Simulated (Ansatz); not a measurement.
Input (CCSDT(Q)/def2-TZVPP; Ansatz, a quantum-chemistry and plane-wave program):

Ansatz 0.2 input:
```yaml
crystal:
  periodic: [false, false, false]
  atoms:
    - {symbol: Cl, position_ang: [-0.00000000, -0.00000000, -1.35630350]}
    - {symbol: Ge, position_ang: [0.00000000, 0.00000000, 0.72053623]}
basis:
  gaussian:
    orbitals: def2-TZVPP
total_charge: 1
magnetization: {spin_polarized: false}
correlation: {method: ccsdt_q, electrons: outside_noble_gas}
```

Output:

```
Functional definition: HF
integrals: 0.13 GiB planned
1006 factors; integrals over basis functions are off by at most 1.5e-7 eV
mean field: 0.34 GiB planned
mean field evaluation 1: about -68967.8895 eV, gradient 3.1e1 eV
mean field evaluation 2: about -68967.9718 eV, gradient 3.1e1 eV
mean field evaluation 4: about -68971.0306 eV, gradient 2.6e0 eV
mean field evaluation 8: about -68971.0679 eV, gradient 3.3e-1 eV
mean field evaluation 16: about -68967.8896 eV, gradient 3.1e1 eV
mean field -68971.06865381 eV, -2534.6400227579 hartree, gradient 5.6e-6 eV, S^2 0.000000; 0 other end points of the search recorded, 0 dependent functions left out
19 core orbitals not correlated
reference -68971.06865381 eV, -2534.6400227579 hartree; 5, 5 occupied and 66, 66 virtual orbitals, 1006 factors
second order -6.85891645 eV of doubles, -0.00000000 eV of singles
coupled cluster: 0.93 GiB planned
cycle   1  -7.26121117 eV  change   -4.0e-1 eV  update   9.4e-2
cycle   2  -7.65204532 eV  change   -3.9e-1 eV  update   5.2e-2
cycle   3  -7.97279510 eV  change   -3.2e-1 eV  update   2.9e-2
cycle   4  -7.91671213 eV  change    5.6e-2 eV  update   9.9e-3
cycle   5  -7.89982227 eV  change    1.7e-2 eV  update   6.1e-3
cycle   6  -7.90584289 eV  change   -6.0e-3 eV  update   2.2e-3
cycle   7  -7.90969304 eV  change   -3.9e-3 eV  update   9.2e-4
cycle   8  -7.90871400 eV  change    9.8e-4 eV  update   2.4e-4
cycle   9  -7.90889146 eV  change   -1.8e-4 eV  update   1.0e-4
cycle  10  -7.90900377 eV  change   -1.1e-4 eV  update   3.4e-5
cycle  11  -7.90888902 eV  change    1.1e-4 eV  update   1.4e-5
cycle  12  -7.90890128 eV  change   -1.2e-5 eV  update   4.5e-6
cycle  13  -7.90890335 eV  change   -2.1e-6 eV  update   1.6e-6
cycle  14  -7.90890508 eV  change   -1.7e-6 eV  update   6.8e-7
cycle  15  -7.90890547 eV  change   -3.9e-7 eV  update   2.9e-7
perturbative correction -0.02347921 eV, -0.0008628451 hartree
Total energy: -68979.00103848 eV, -2534.9315325181 hartree
```
